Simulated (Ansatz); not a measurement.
H5PSSn, SMILES `[PH2][SnH2][SH]` at its PBE0-D4/def2-TZVP geometry, where that method's forces vanish. Total charge 0; spin multiplicity 1. Sn: def2 effective core potential.

```xyz
8

P    -1.3100    0.0199    1.5548
Sn    0.3975   -0.3967   -0.2218
S     1.8392    1.5335   -0.1409
H    -2.0926    0.8350    0.6935
H    -2.0319   -1.1583    1.2165
H    -0.2256   -0.5024   -1.8097
H     1.2903   -1.8046    0.1576
H     2.1330    1.4736   -1.4500
```

(1) What forces (eV/Å) does PBE-D4/def2-TZVPP give on these atoms in Ansatz 0.2.0? (Estimate.)

Answers

(1) Ansatz gave: 
```
P1   0.093  0.109  0.389
Sn2 -0.060 -0.083 -0.061
S3   0.114  0.243  0.275
H4  -0.117  0.095 -0.141
H5  -0.108 -0.161 -0.073
H6  -0.064 -0.019 -0.190
H7   0.098 -0.163  0.049
H8   0.044 -0.021 -0.248
```
